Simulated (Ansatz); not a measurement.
Breaking the In1–H2 bond in H5InSi (SMILES [SiH3][InH2]) (multiplicity 1 held, fragments rigid). Energies count from the point at 1.738 Å.
Geometry at that point (charge 0, multiplicity 1):
```xyz
7

In    -0.32667    -0.55207     0.06666
H      0.14658    -1.70442     1.27819
H     -1.69917    -0.94454    -0.92206
Si     0.98425     1.66634    -0.20679
H      0.75722     2.53070     0.98115
H      0.57859     2.43361    -1.41050
H      2.44423     1.40738    -0.29782
```

Signs of static correlation in def2-TZVPP, with CASSCF(2,2), from Ansatz (an electronic-structure program) runs.

```json
[
 {"R (Å)": "1.390", "T1 of restricted CCSD": "0.012", "largest double amplitude of restricted CCSD": "0.024", "weight of the CASSCF reference in MRCISD": "0.897", "CASSCF natural occupations": "1.98 0.02"},
 {"R (Å)": "1.564", "T1 of restricted CCSD": "0.012", "largest double amplitude of restricted CCSD": "0.026", "weight of the CASSCF reference in MRCISD": "0.896", "CASSCF natural occupations": "1.98 0.02"},
 {"R (Å)": "1.738", "T1 of restricted CCSD": "0.012", "largest double amplitude of restricted CCSD": "0.029", "weight of the CASSCF reference in MRCISD": "0.896", "CASSCF natural occupations": "1.97 0.03"},
 {"R (Å)": "1.912", "T1 of restricted CCSD": "0.013", "largest double amplitude of restricted CCSD": "0.048", "weight of the CASSCF reference in MRCISD": "0.896", "CASSCF natural occupations": "1.96 0.04"},
 {"R (Å)": "2.085", "T1 of restricted CCSD": "0.014", "largest double amplitude of restricted CCSD": "0.041", "weight of the CASSCF reference in MRCISD": "0.896", "CASSCF natural occupations": "1.95 0.05"},
 {"R (Å)": "2.346", "T1 of restricted CCSD": "0.016", "largest double amplitude of restricted CCSD": "0.095", "weight of the CASSCF reference in MRCISD": "0.895", "CASSCF natural occupations": "1.91 0.09"},
 {"R (Å)": "2.607", "T1 of restricted CCSD": "0.021", "largest double amplitude of restricted CCSD": "?", "weight of the CASSCF reference in MRCISD": "0.896", "CASSCF natural occupations": "1.86 0.14"},
 {"R (Å)": "3.041", "T1 of restricted CCSD": "0.035", "largest double amplitude of restricted CCSD": "?", "weight of the CASSCF reference in MRCISD": "0.896", "CASSCF natural occupations": "1.74 0.26"},
 {"R (Å)": "3.475", "T1 of restricted CCSD": "0.057", "largest double amplitude of restricted CCSD": "0.426", "weight of the CASSCF reference in MRCISD": "0.896", "CASSCF natural occupations": "1.56 0.44"},
 {"R (Å)": "3.997", "T1 of restricted CCSD": "0.088", "largest double amplitude of restricted CCSD": "0.629", "weight of the CASSCF reference in MRCISD": "0.896", "CASSCF natural occupations": "1.34 0.66"},
 {"R (Å)": "4.692", "T1 of restricted CCSD": "0.118", "largest double amplitude of restricted CCSD": "0.868", "weight of the CASSCF reference in MRCISD": "0.896", "CASSCF natural occupations": "1.15 0.85"},
 {"R (Å)": "5.561", "T1 of restricted CCSD": "0.133", "largest double amplitude of restricted CCSD": "1.027", "weight of the CASSCF reference in MRCISD": "0.896", "CASSCF natural occupations": "1.05 0.95"}
]
```

**Question.** Complete the blanks.

**Answer.** 
- 2.607, largest double amplitude of restricted CCSD: 0.166
- 3.041, largest double amplitude of restricted CCSD: 0.282

Doubts at one or more of the structures used: a restricted determinant that unrestricted orbitals would lower (R-CCSD(T)/def2-TZVPP); other coupled-cluster roots lie near (R-CCSD(T)/def2-TZVPP); T1 above 0.05 (R-CCSD(T)/def2-TZVPP, U-CCSD(T)/def2-TZVPP); a spin-contaminated determinant (U-CCSD(T)/def2-TZVPP).
